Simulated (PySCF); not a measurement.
Compound: C7H7O (doublet state).
Numbering: `[CH2:1]=[CH:2][C:3]1=[C:4][CH2:5][CH2:6][C:7]1=[O:8]` (hydrogens: H9, H10 on C1; H11 on C2; H12, H13 on C5; H14, H15 on C6)

Cartesian coordinates in Å at the GFN2-xTB level; atoms count from 1:
```xyz
15
C7H7O angstrom
C      2.6691    0.0221   -0.4865
C      1.8715    0.5985    0.4039
C      0.4530    0.3434    0.5508
C     -0.4007    0.8781    1.4159
C     -1.7971    0.4312    1.3412
C     -1.7722   -0.5890    0.1799
C     -0.3329   -0.6198   -0.2941
O      0.0968   -1.2983   -1.1894
H      2.3045   -0.7047   -1.1911
H      3.7176    0.2630   -0.5355
H      2.2648    1.3275    1.1019
H     -2.1148   -0.0254    2.2806
H     -2.4684    1.2678    1.1377
H     -2.4215   -0.2976   -0.6468
H     -2.0743   -1.5888    0.4946
```

The hyperfine couplings belong to this conformer and change with its torsions.

Level of theory: UKS B3LYP, pcH-1 on C H O, non-relativistic, mean-field spin-orbit, GIAO (PySCF). Isolated species at its GFN2-xTB geometry (one conformer only). A GFN2-xTB geometry isn't a minimum of the functional, and hyperfine couplings can be far from their values at a DFT geometry. The SCF solution wasn't tested for stability.

Task: Predict the first-order ENDOR lines of H12/H13, H10, H9 and H11 under fast tumbling at B = 335.3 mT (X band).

Result: ν± = |νn ± a/2|, one line for each electron-spin manifold; νn = |g_N| × 7.62259 MHz/T × B.

| nuclei | isotope | g_N | νn (MHz) | a_iso (MHz) | lower line (MHz) | upper line (MHz) |
| --- | --- | --- | --- | --- | --- | --- |
| H12/H13 | 1H | 5.5857 | 14.28 | 16.30 | 6.13 | 22.43 |
| H10 | 1H | 5.5857 | 14.28 | 3.30 | 12.63 | 15.92 |
| H9 | 1H | 5.5857 | 14.28 | 2.57 | 12.99 | 15.56 |
| H11 | 1H | 5.5857 | 14.28 | -1.61 | 13.47 | 15.08 |

Task: Which pairs are centred on the nuclear Larmor frequency, and which on half the coupling?

Result: Centred on νn, since |a| < 2νn: H12/H13, H10, H9 and H11. No pair has |a| > 2νn.

Class means assume fast exchange of nuclei equivalent by connectivity; if that motion is slow, each nucleus keeps its own coupling.

The Mulliken spin populations are largest on C4 (+0.98), C3 (-0.11) and C6 (+0.06). C4 is the only atom above +0.15.

The run took 62 s of wall time (with the writing of density and orbital grids) on one thread, Arm Neoverse V2 (aarch64) (shared host), and the process peaked at 0.97 GiB of memory.
